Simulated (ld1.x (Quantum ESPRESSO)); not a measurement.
cadmium: excitation energies, all-electron against TM

cadmium, norm-conserving Troullier–Martins (Kleinman–Bylander form), made with ld1.x (Quantum ESPRESSO) 7.5 (LDA (PZ), scalar-relativistic). Core [Kr], reference 4d10 5s0.5 5p0 (charge +1.5). Waves: 5p (bound, empty): rc 2.80 bohr; 4d (bound): rc 1.55 bohr; 5s (bound): rc 1.90 bohr. Local part: the s channel. Core correction: Bessel-smoothed model core, default radius (core density twice the valence density).

Energies are relative to the spin-unpolarised reference configuration 4d10 5s0.5 5p0; without spin polarisation the order of configurations can differ from experiment. Spin-polarised rows fill each open shell by Hund’s rule, majority spin first. The frozen-core shift is the all-electron ΔE with the core orbitals held at their reference shape minus the fully relaxed ΔE.

(1) Give the all-electron excitation energy and the error of the potential for: 4d10 5s2 5p0; 4d10 5s1 5p0; 4d10 5s0 5p0; 4d9 5s2 5p0; 4d8 5s0 5p0; 4d10 5s0 5p2; 4d9 5s2 5p1; 4d10 5s0.5 5p0 (spin-polarised); 4d10 5s1 5p0 (spin-polarised).

Levels in the configuration 4d10 5s2 5p0:

```tsv
level	all-electron (eV)	pseudo (eV)
4d	-11.896	-11.950
5s	-5.961	-5.952
```

Answers

(1)

```
          valence configuration  charge  ΔE all-electron (eV)  error AE − PS (meV)  frozen-core shift (meV)
                   4d10 5s2 5p0       0               -17.361                 -8.2                     -1.2
                   4d10 5s1 5p0      +1                -7.733                 -0.7                     -1.0
                   4d10 5s0 5p0      +2                 9.787                 -5.1                     +2.1
                    4d9 5s2 5p0      +1                 0.785                 -242                      +63
                    4d8 5s0 5p0      +4               102.321                -1073                     +556
                   4d10 5s0 5p2       0                -7.448                 -1.3                     -1.6
                    4d9 5s2 5p1       0                -4.767                 -287                      +62
4d10 5s0.5 5p0 (spin-polarised)    +1.5                -0.055                 -0.1                     +0.1
  4d10 5s1 5p0 (spin-polarised)      +1                -7.922                 -0.6                     -0.6
```

A variational frozen-core shift is positive and of second order in the change. This column holds negative values, so the frozen-core run of ld1.x carries numerical noise or an error of first order here, and the column gives no more than the rough size of the effect.
